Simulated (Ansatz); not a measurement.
Basis-set extrapolation for H$_{7}$NOSSi$_{2}$ (`N[SiH2][SiH](O)S`) (PBE0-D4/def2-TZVP geometry, frozen core, the Gaussian-basis code of Ansatz). Multiplicity 1, RHF reference.

|  | def2-TZVPP | def2-QZVPP |
| --- | --- | --- |
| HF | -1108.988630 | -1109.024685 |
| MP2 correlation | -0.880124 | -0.950983 |
| CCSD(T) correlation | -0.973222 | not run |

Energies in hartree. Use E(X) = E(∞) + A·exp(−7.88·√X) for Hartree–Fock and E(X) = E(∞) + B·X^(−2.97) for correlation, with X = 3 and 4, and add CCSD(T) minus MP2 of the smaller set to the MP2 limit.

Task: What is the CCSD(T) energy at the basis-set limit?

Result: HF limit: -1109.024685 + (-0.036055) × 0.13774 = -1109.02965. MP2 limit: -0.950983 + (-0.070859) × 0.74074 = -1.00347. Higher-order term: -0.973222 − (-0.880124) = -0.09310. Total: -1110.12622 hartree, 431.5 kJ/mol below CCSD(T)/def2-TZVPP.
